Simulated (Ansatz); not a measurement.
PBE exchange is replaced step by step with exact exchange (0 % is PBE, 25 % PBE0; no dispersion term), basis def2-TZVP, Ansatz. System: the cluster Cs₂F₃. The state is a doublet with charge 0. Geometry: r2SCAN-D4/def2-SVP, each spin state at its own.

Geometry of the doublet:

```xyz
5

Cs   -1.120   -0.152   -1.747
Cs    1.595   -0.122    1.331
F    -0.621    1.435    0.533
F    -1.203   -0.382    1.065
F     1.350   -0.779   -1.183
```

In the def2 sets Cs takes a core potential; there is no spin–orbit coupling. In the doublet, F3 and F4 lie 1.98 Å apart (atoms count from 1), so these atoms are partly bonded to each other. In the quartet, F3 and F4 lie 1.95 Å apart, F3 and F5 lie 1.95 Å apart (atoms count from 1), so these atoms are partly bonded to each other. The structure comes from a short search, and lower isomers may exist.

HOMO and LUMO are taken over both spins.

```tsv
exact exchange (%)	HOMO (eV)	LUMO (eV)	gap (eV)	⟨S²⟩	quartet − doublet (kJ/mol)
0	-5.35	-4.75	0.59	0.753	483.8
5	-5.68	-4.44	1.24	0.753	489.8
10	-6.03	-4.13	1.89	0.754	495.5
25	-7.09	-3.21	3.88	0.757	510.5
35	-7.82	-2.60	5.21	0.759	519.0
50	-8.92	-1.70	7.22	0.763	528.9
```

Problem. Estimate the row for 15 %.

Solution. 
| exact exchange (%) | HOMO (eV) | LUMO (eV) | gap (eV) | ⟨S²⟩ | quartet − doublet (kJ/mol) |
| --- | --- | --- | --- | --- | --- |
| 15 | -6.37 | -3.82 | 2.55 | 0.755 | 500.8 |
